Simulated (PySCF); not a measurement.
S: excitation energy

S [Ne] 3s2 3p4 (3P) → S [Ne] 3s2 3p3 4s1 (5S), as a difference of total energies. Calculation: PySCF 2.14, in aug-cc-pV(T+d)Z; the non-relativistic Hamiltonian (point nucleus). Correlated levels: valence: [Ne] frozen. The calculations carry no spin-orbit coupling.

Task: Order these methods by the excitation energy they give, lowest first.
A. UHF
B. SCS-MP2 (valence)
C. PBE0
D. LDA

Result: A (6.151 eV), B (6.767 eV), D (6.835 eV), C (6.881 eV).

Errors of the correlated levels include the incompleteness of this basis and the frozen core.

The promoted electron is Rydberg-like, and one or two diffuse shells describe it only roughly, which tends to raise the upper state.

For comparison: 6.500 eV (measured; NIST levels, between the centres of gravity of the two terms).
